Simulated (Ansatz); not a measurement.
Ligand-field states of trans-NiH2(NH3)2 (NiN₂H₈) at its B3LYP-D4/def2-SVP geometry (relaxed as a singlet).

| atom | x (Å) | y (Å) | z (Å) |
| --- | --- | --- | --- |
| Ni1 | 0.003 | -0.001 | 0.000 |
| H2 | 0.220 | 1.019 | -1.165 |
| N3 | -0.210 | -1.383 | -1.316 |
| H4 | -0.352 | -2.314 | -0.925 |
| H5 | 0.609 | -1.410 | -1.928 |
| H6 | -1.006 | -1.162 | -1.918 |
| H7 | -0.221 | -1.019 | 1.164 |
| N8 | 0.214 | 1.383 | 1.316 |
| H9 | 0.961 | 1.130 | 1.967 |
| H10 | -0.639 | 1.456 | 1.877 |
| H11 | 0.421 | 2.302 | 0.927 |

CASSCF(8,5) on the Ni 3d shell in def2-TZVP, averaged with equal weights over 10 triplets and 15 singlets, then SC-NEVPT2; Ansatz, no spin–orbit coupling. The space holds no ligand orbitals and no second d shell, so covalent complexes are described poorly. NEVPT2 shifts the excited states by 0.4 to 2.2 eV; shifts past about 1.5 eV mark a space that is too small, and such energies aren't to be trusted.

Estimate the states' energies above the lowest.


```tsv
state	CASSCF (cm⁻¹)	NEVPT2 (cm⁻¹)
triplet 1	0	8213
triplet 2	752	9929
triplet 3	1960	10676
triplet 4	7067	16923
triplet 5	15951	33505
triplet 6	16049	33319
triplet 7	16346	33931
triplet 8	25400	39161
triplet 9	33515	47703
triplet 10	34963	48886
singlet 1	3329	0
singlet 2	16923	22996
singlet 3	17117	24039
singlet 4	17579	24177
singlet 5	19254	25888
singlet 6	32108	47424
singlet 7	33668	49007
singlet 8	36152	51278
singlet 9	36436	51449
singlet 10	39365	54335
singlet 11	41547	56921
singlet 12	41790	56868
singlet 13	42223	57299
singlet 14	42314	57182
singlet 15	72233	80251
```
The lowest NEVPT2 state is a singlet. Hardware: 2 threads of Intel Xeon 6975P-C on a shared host. Wall time 27 s, peak host memory 0.6 GiB.
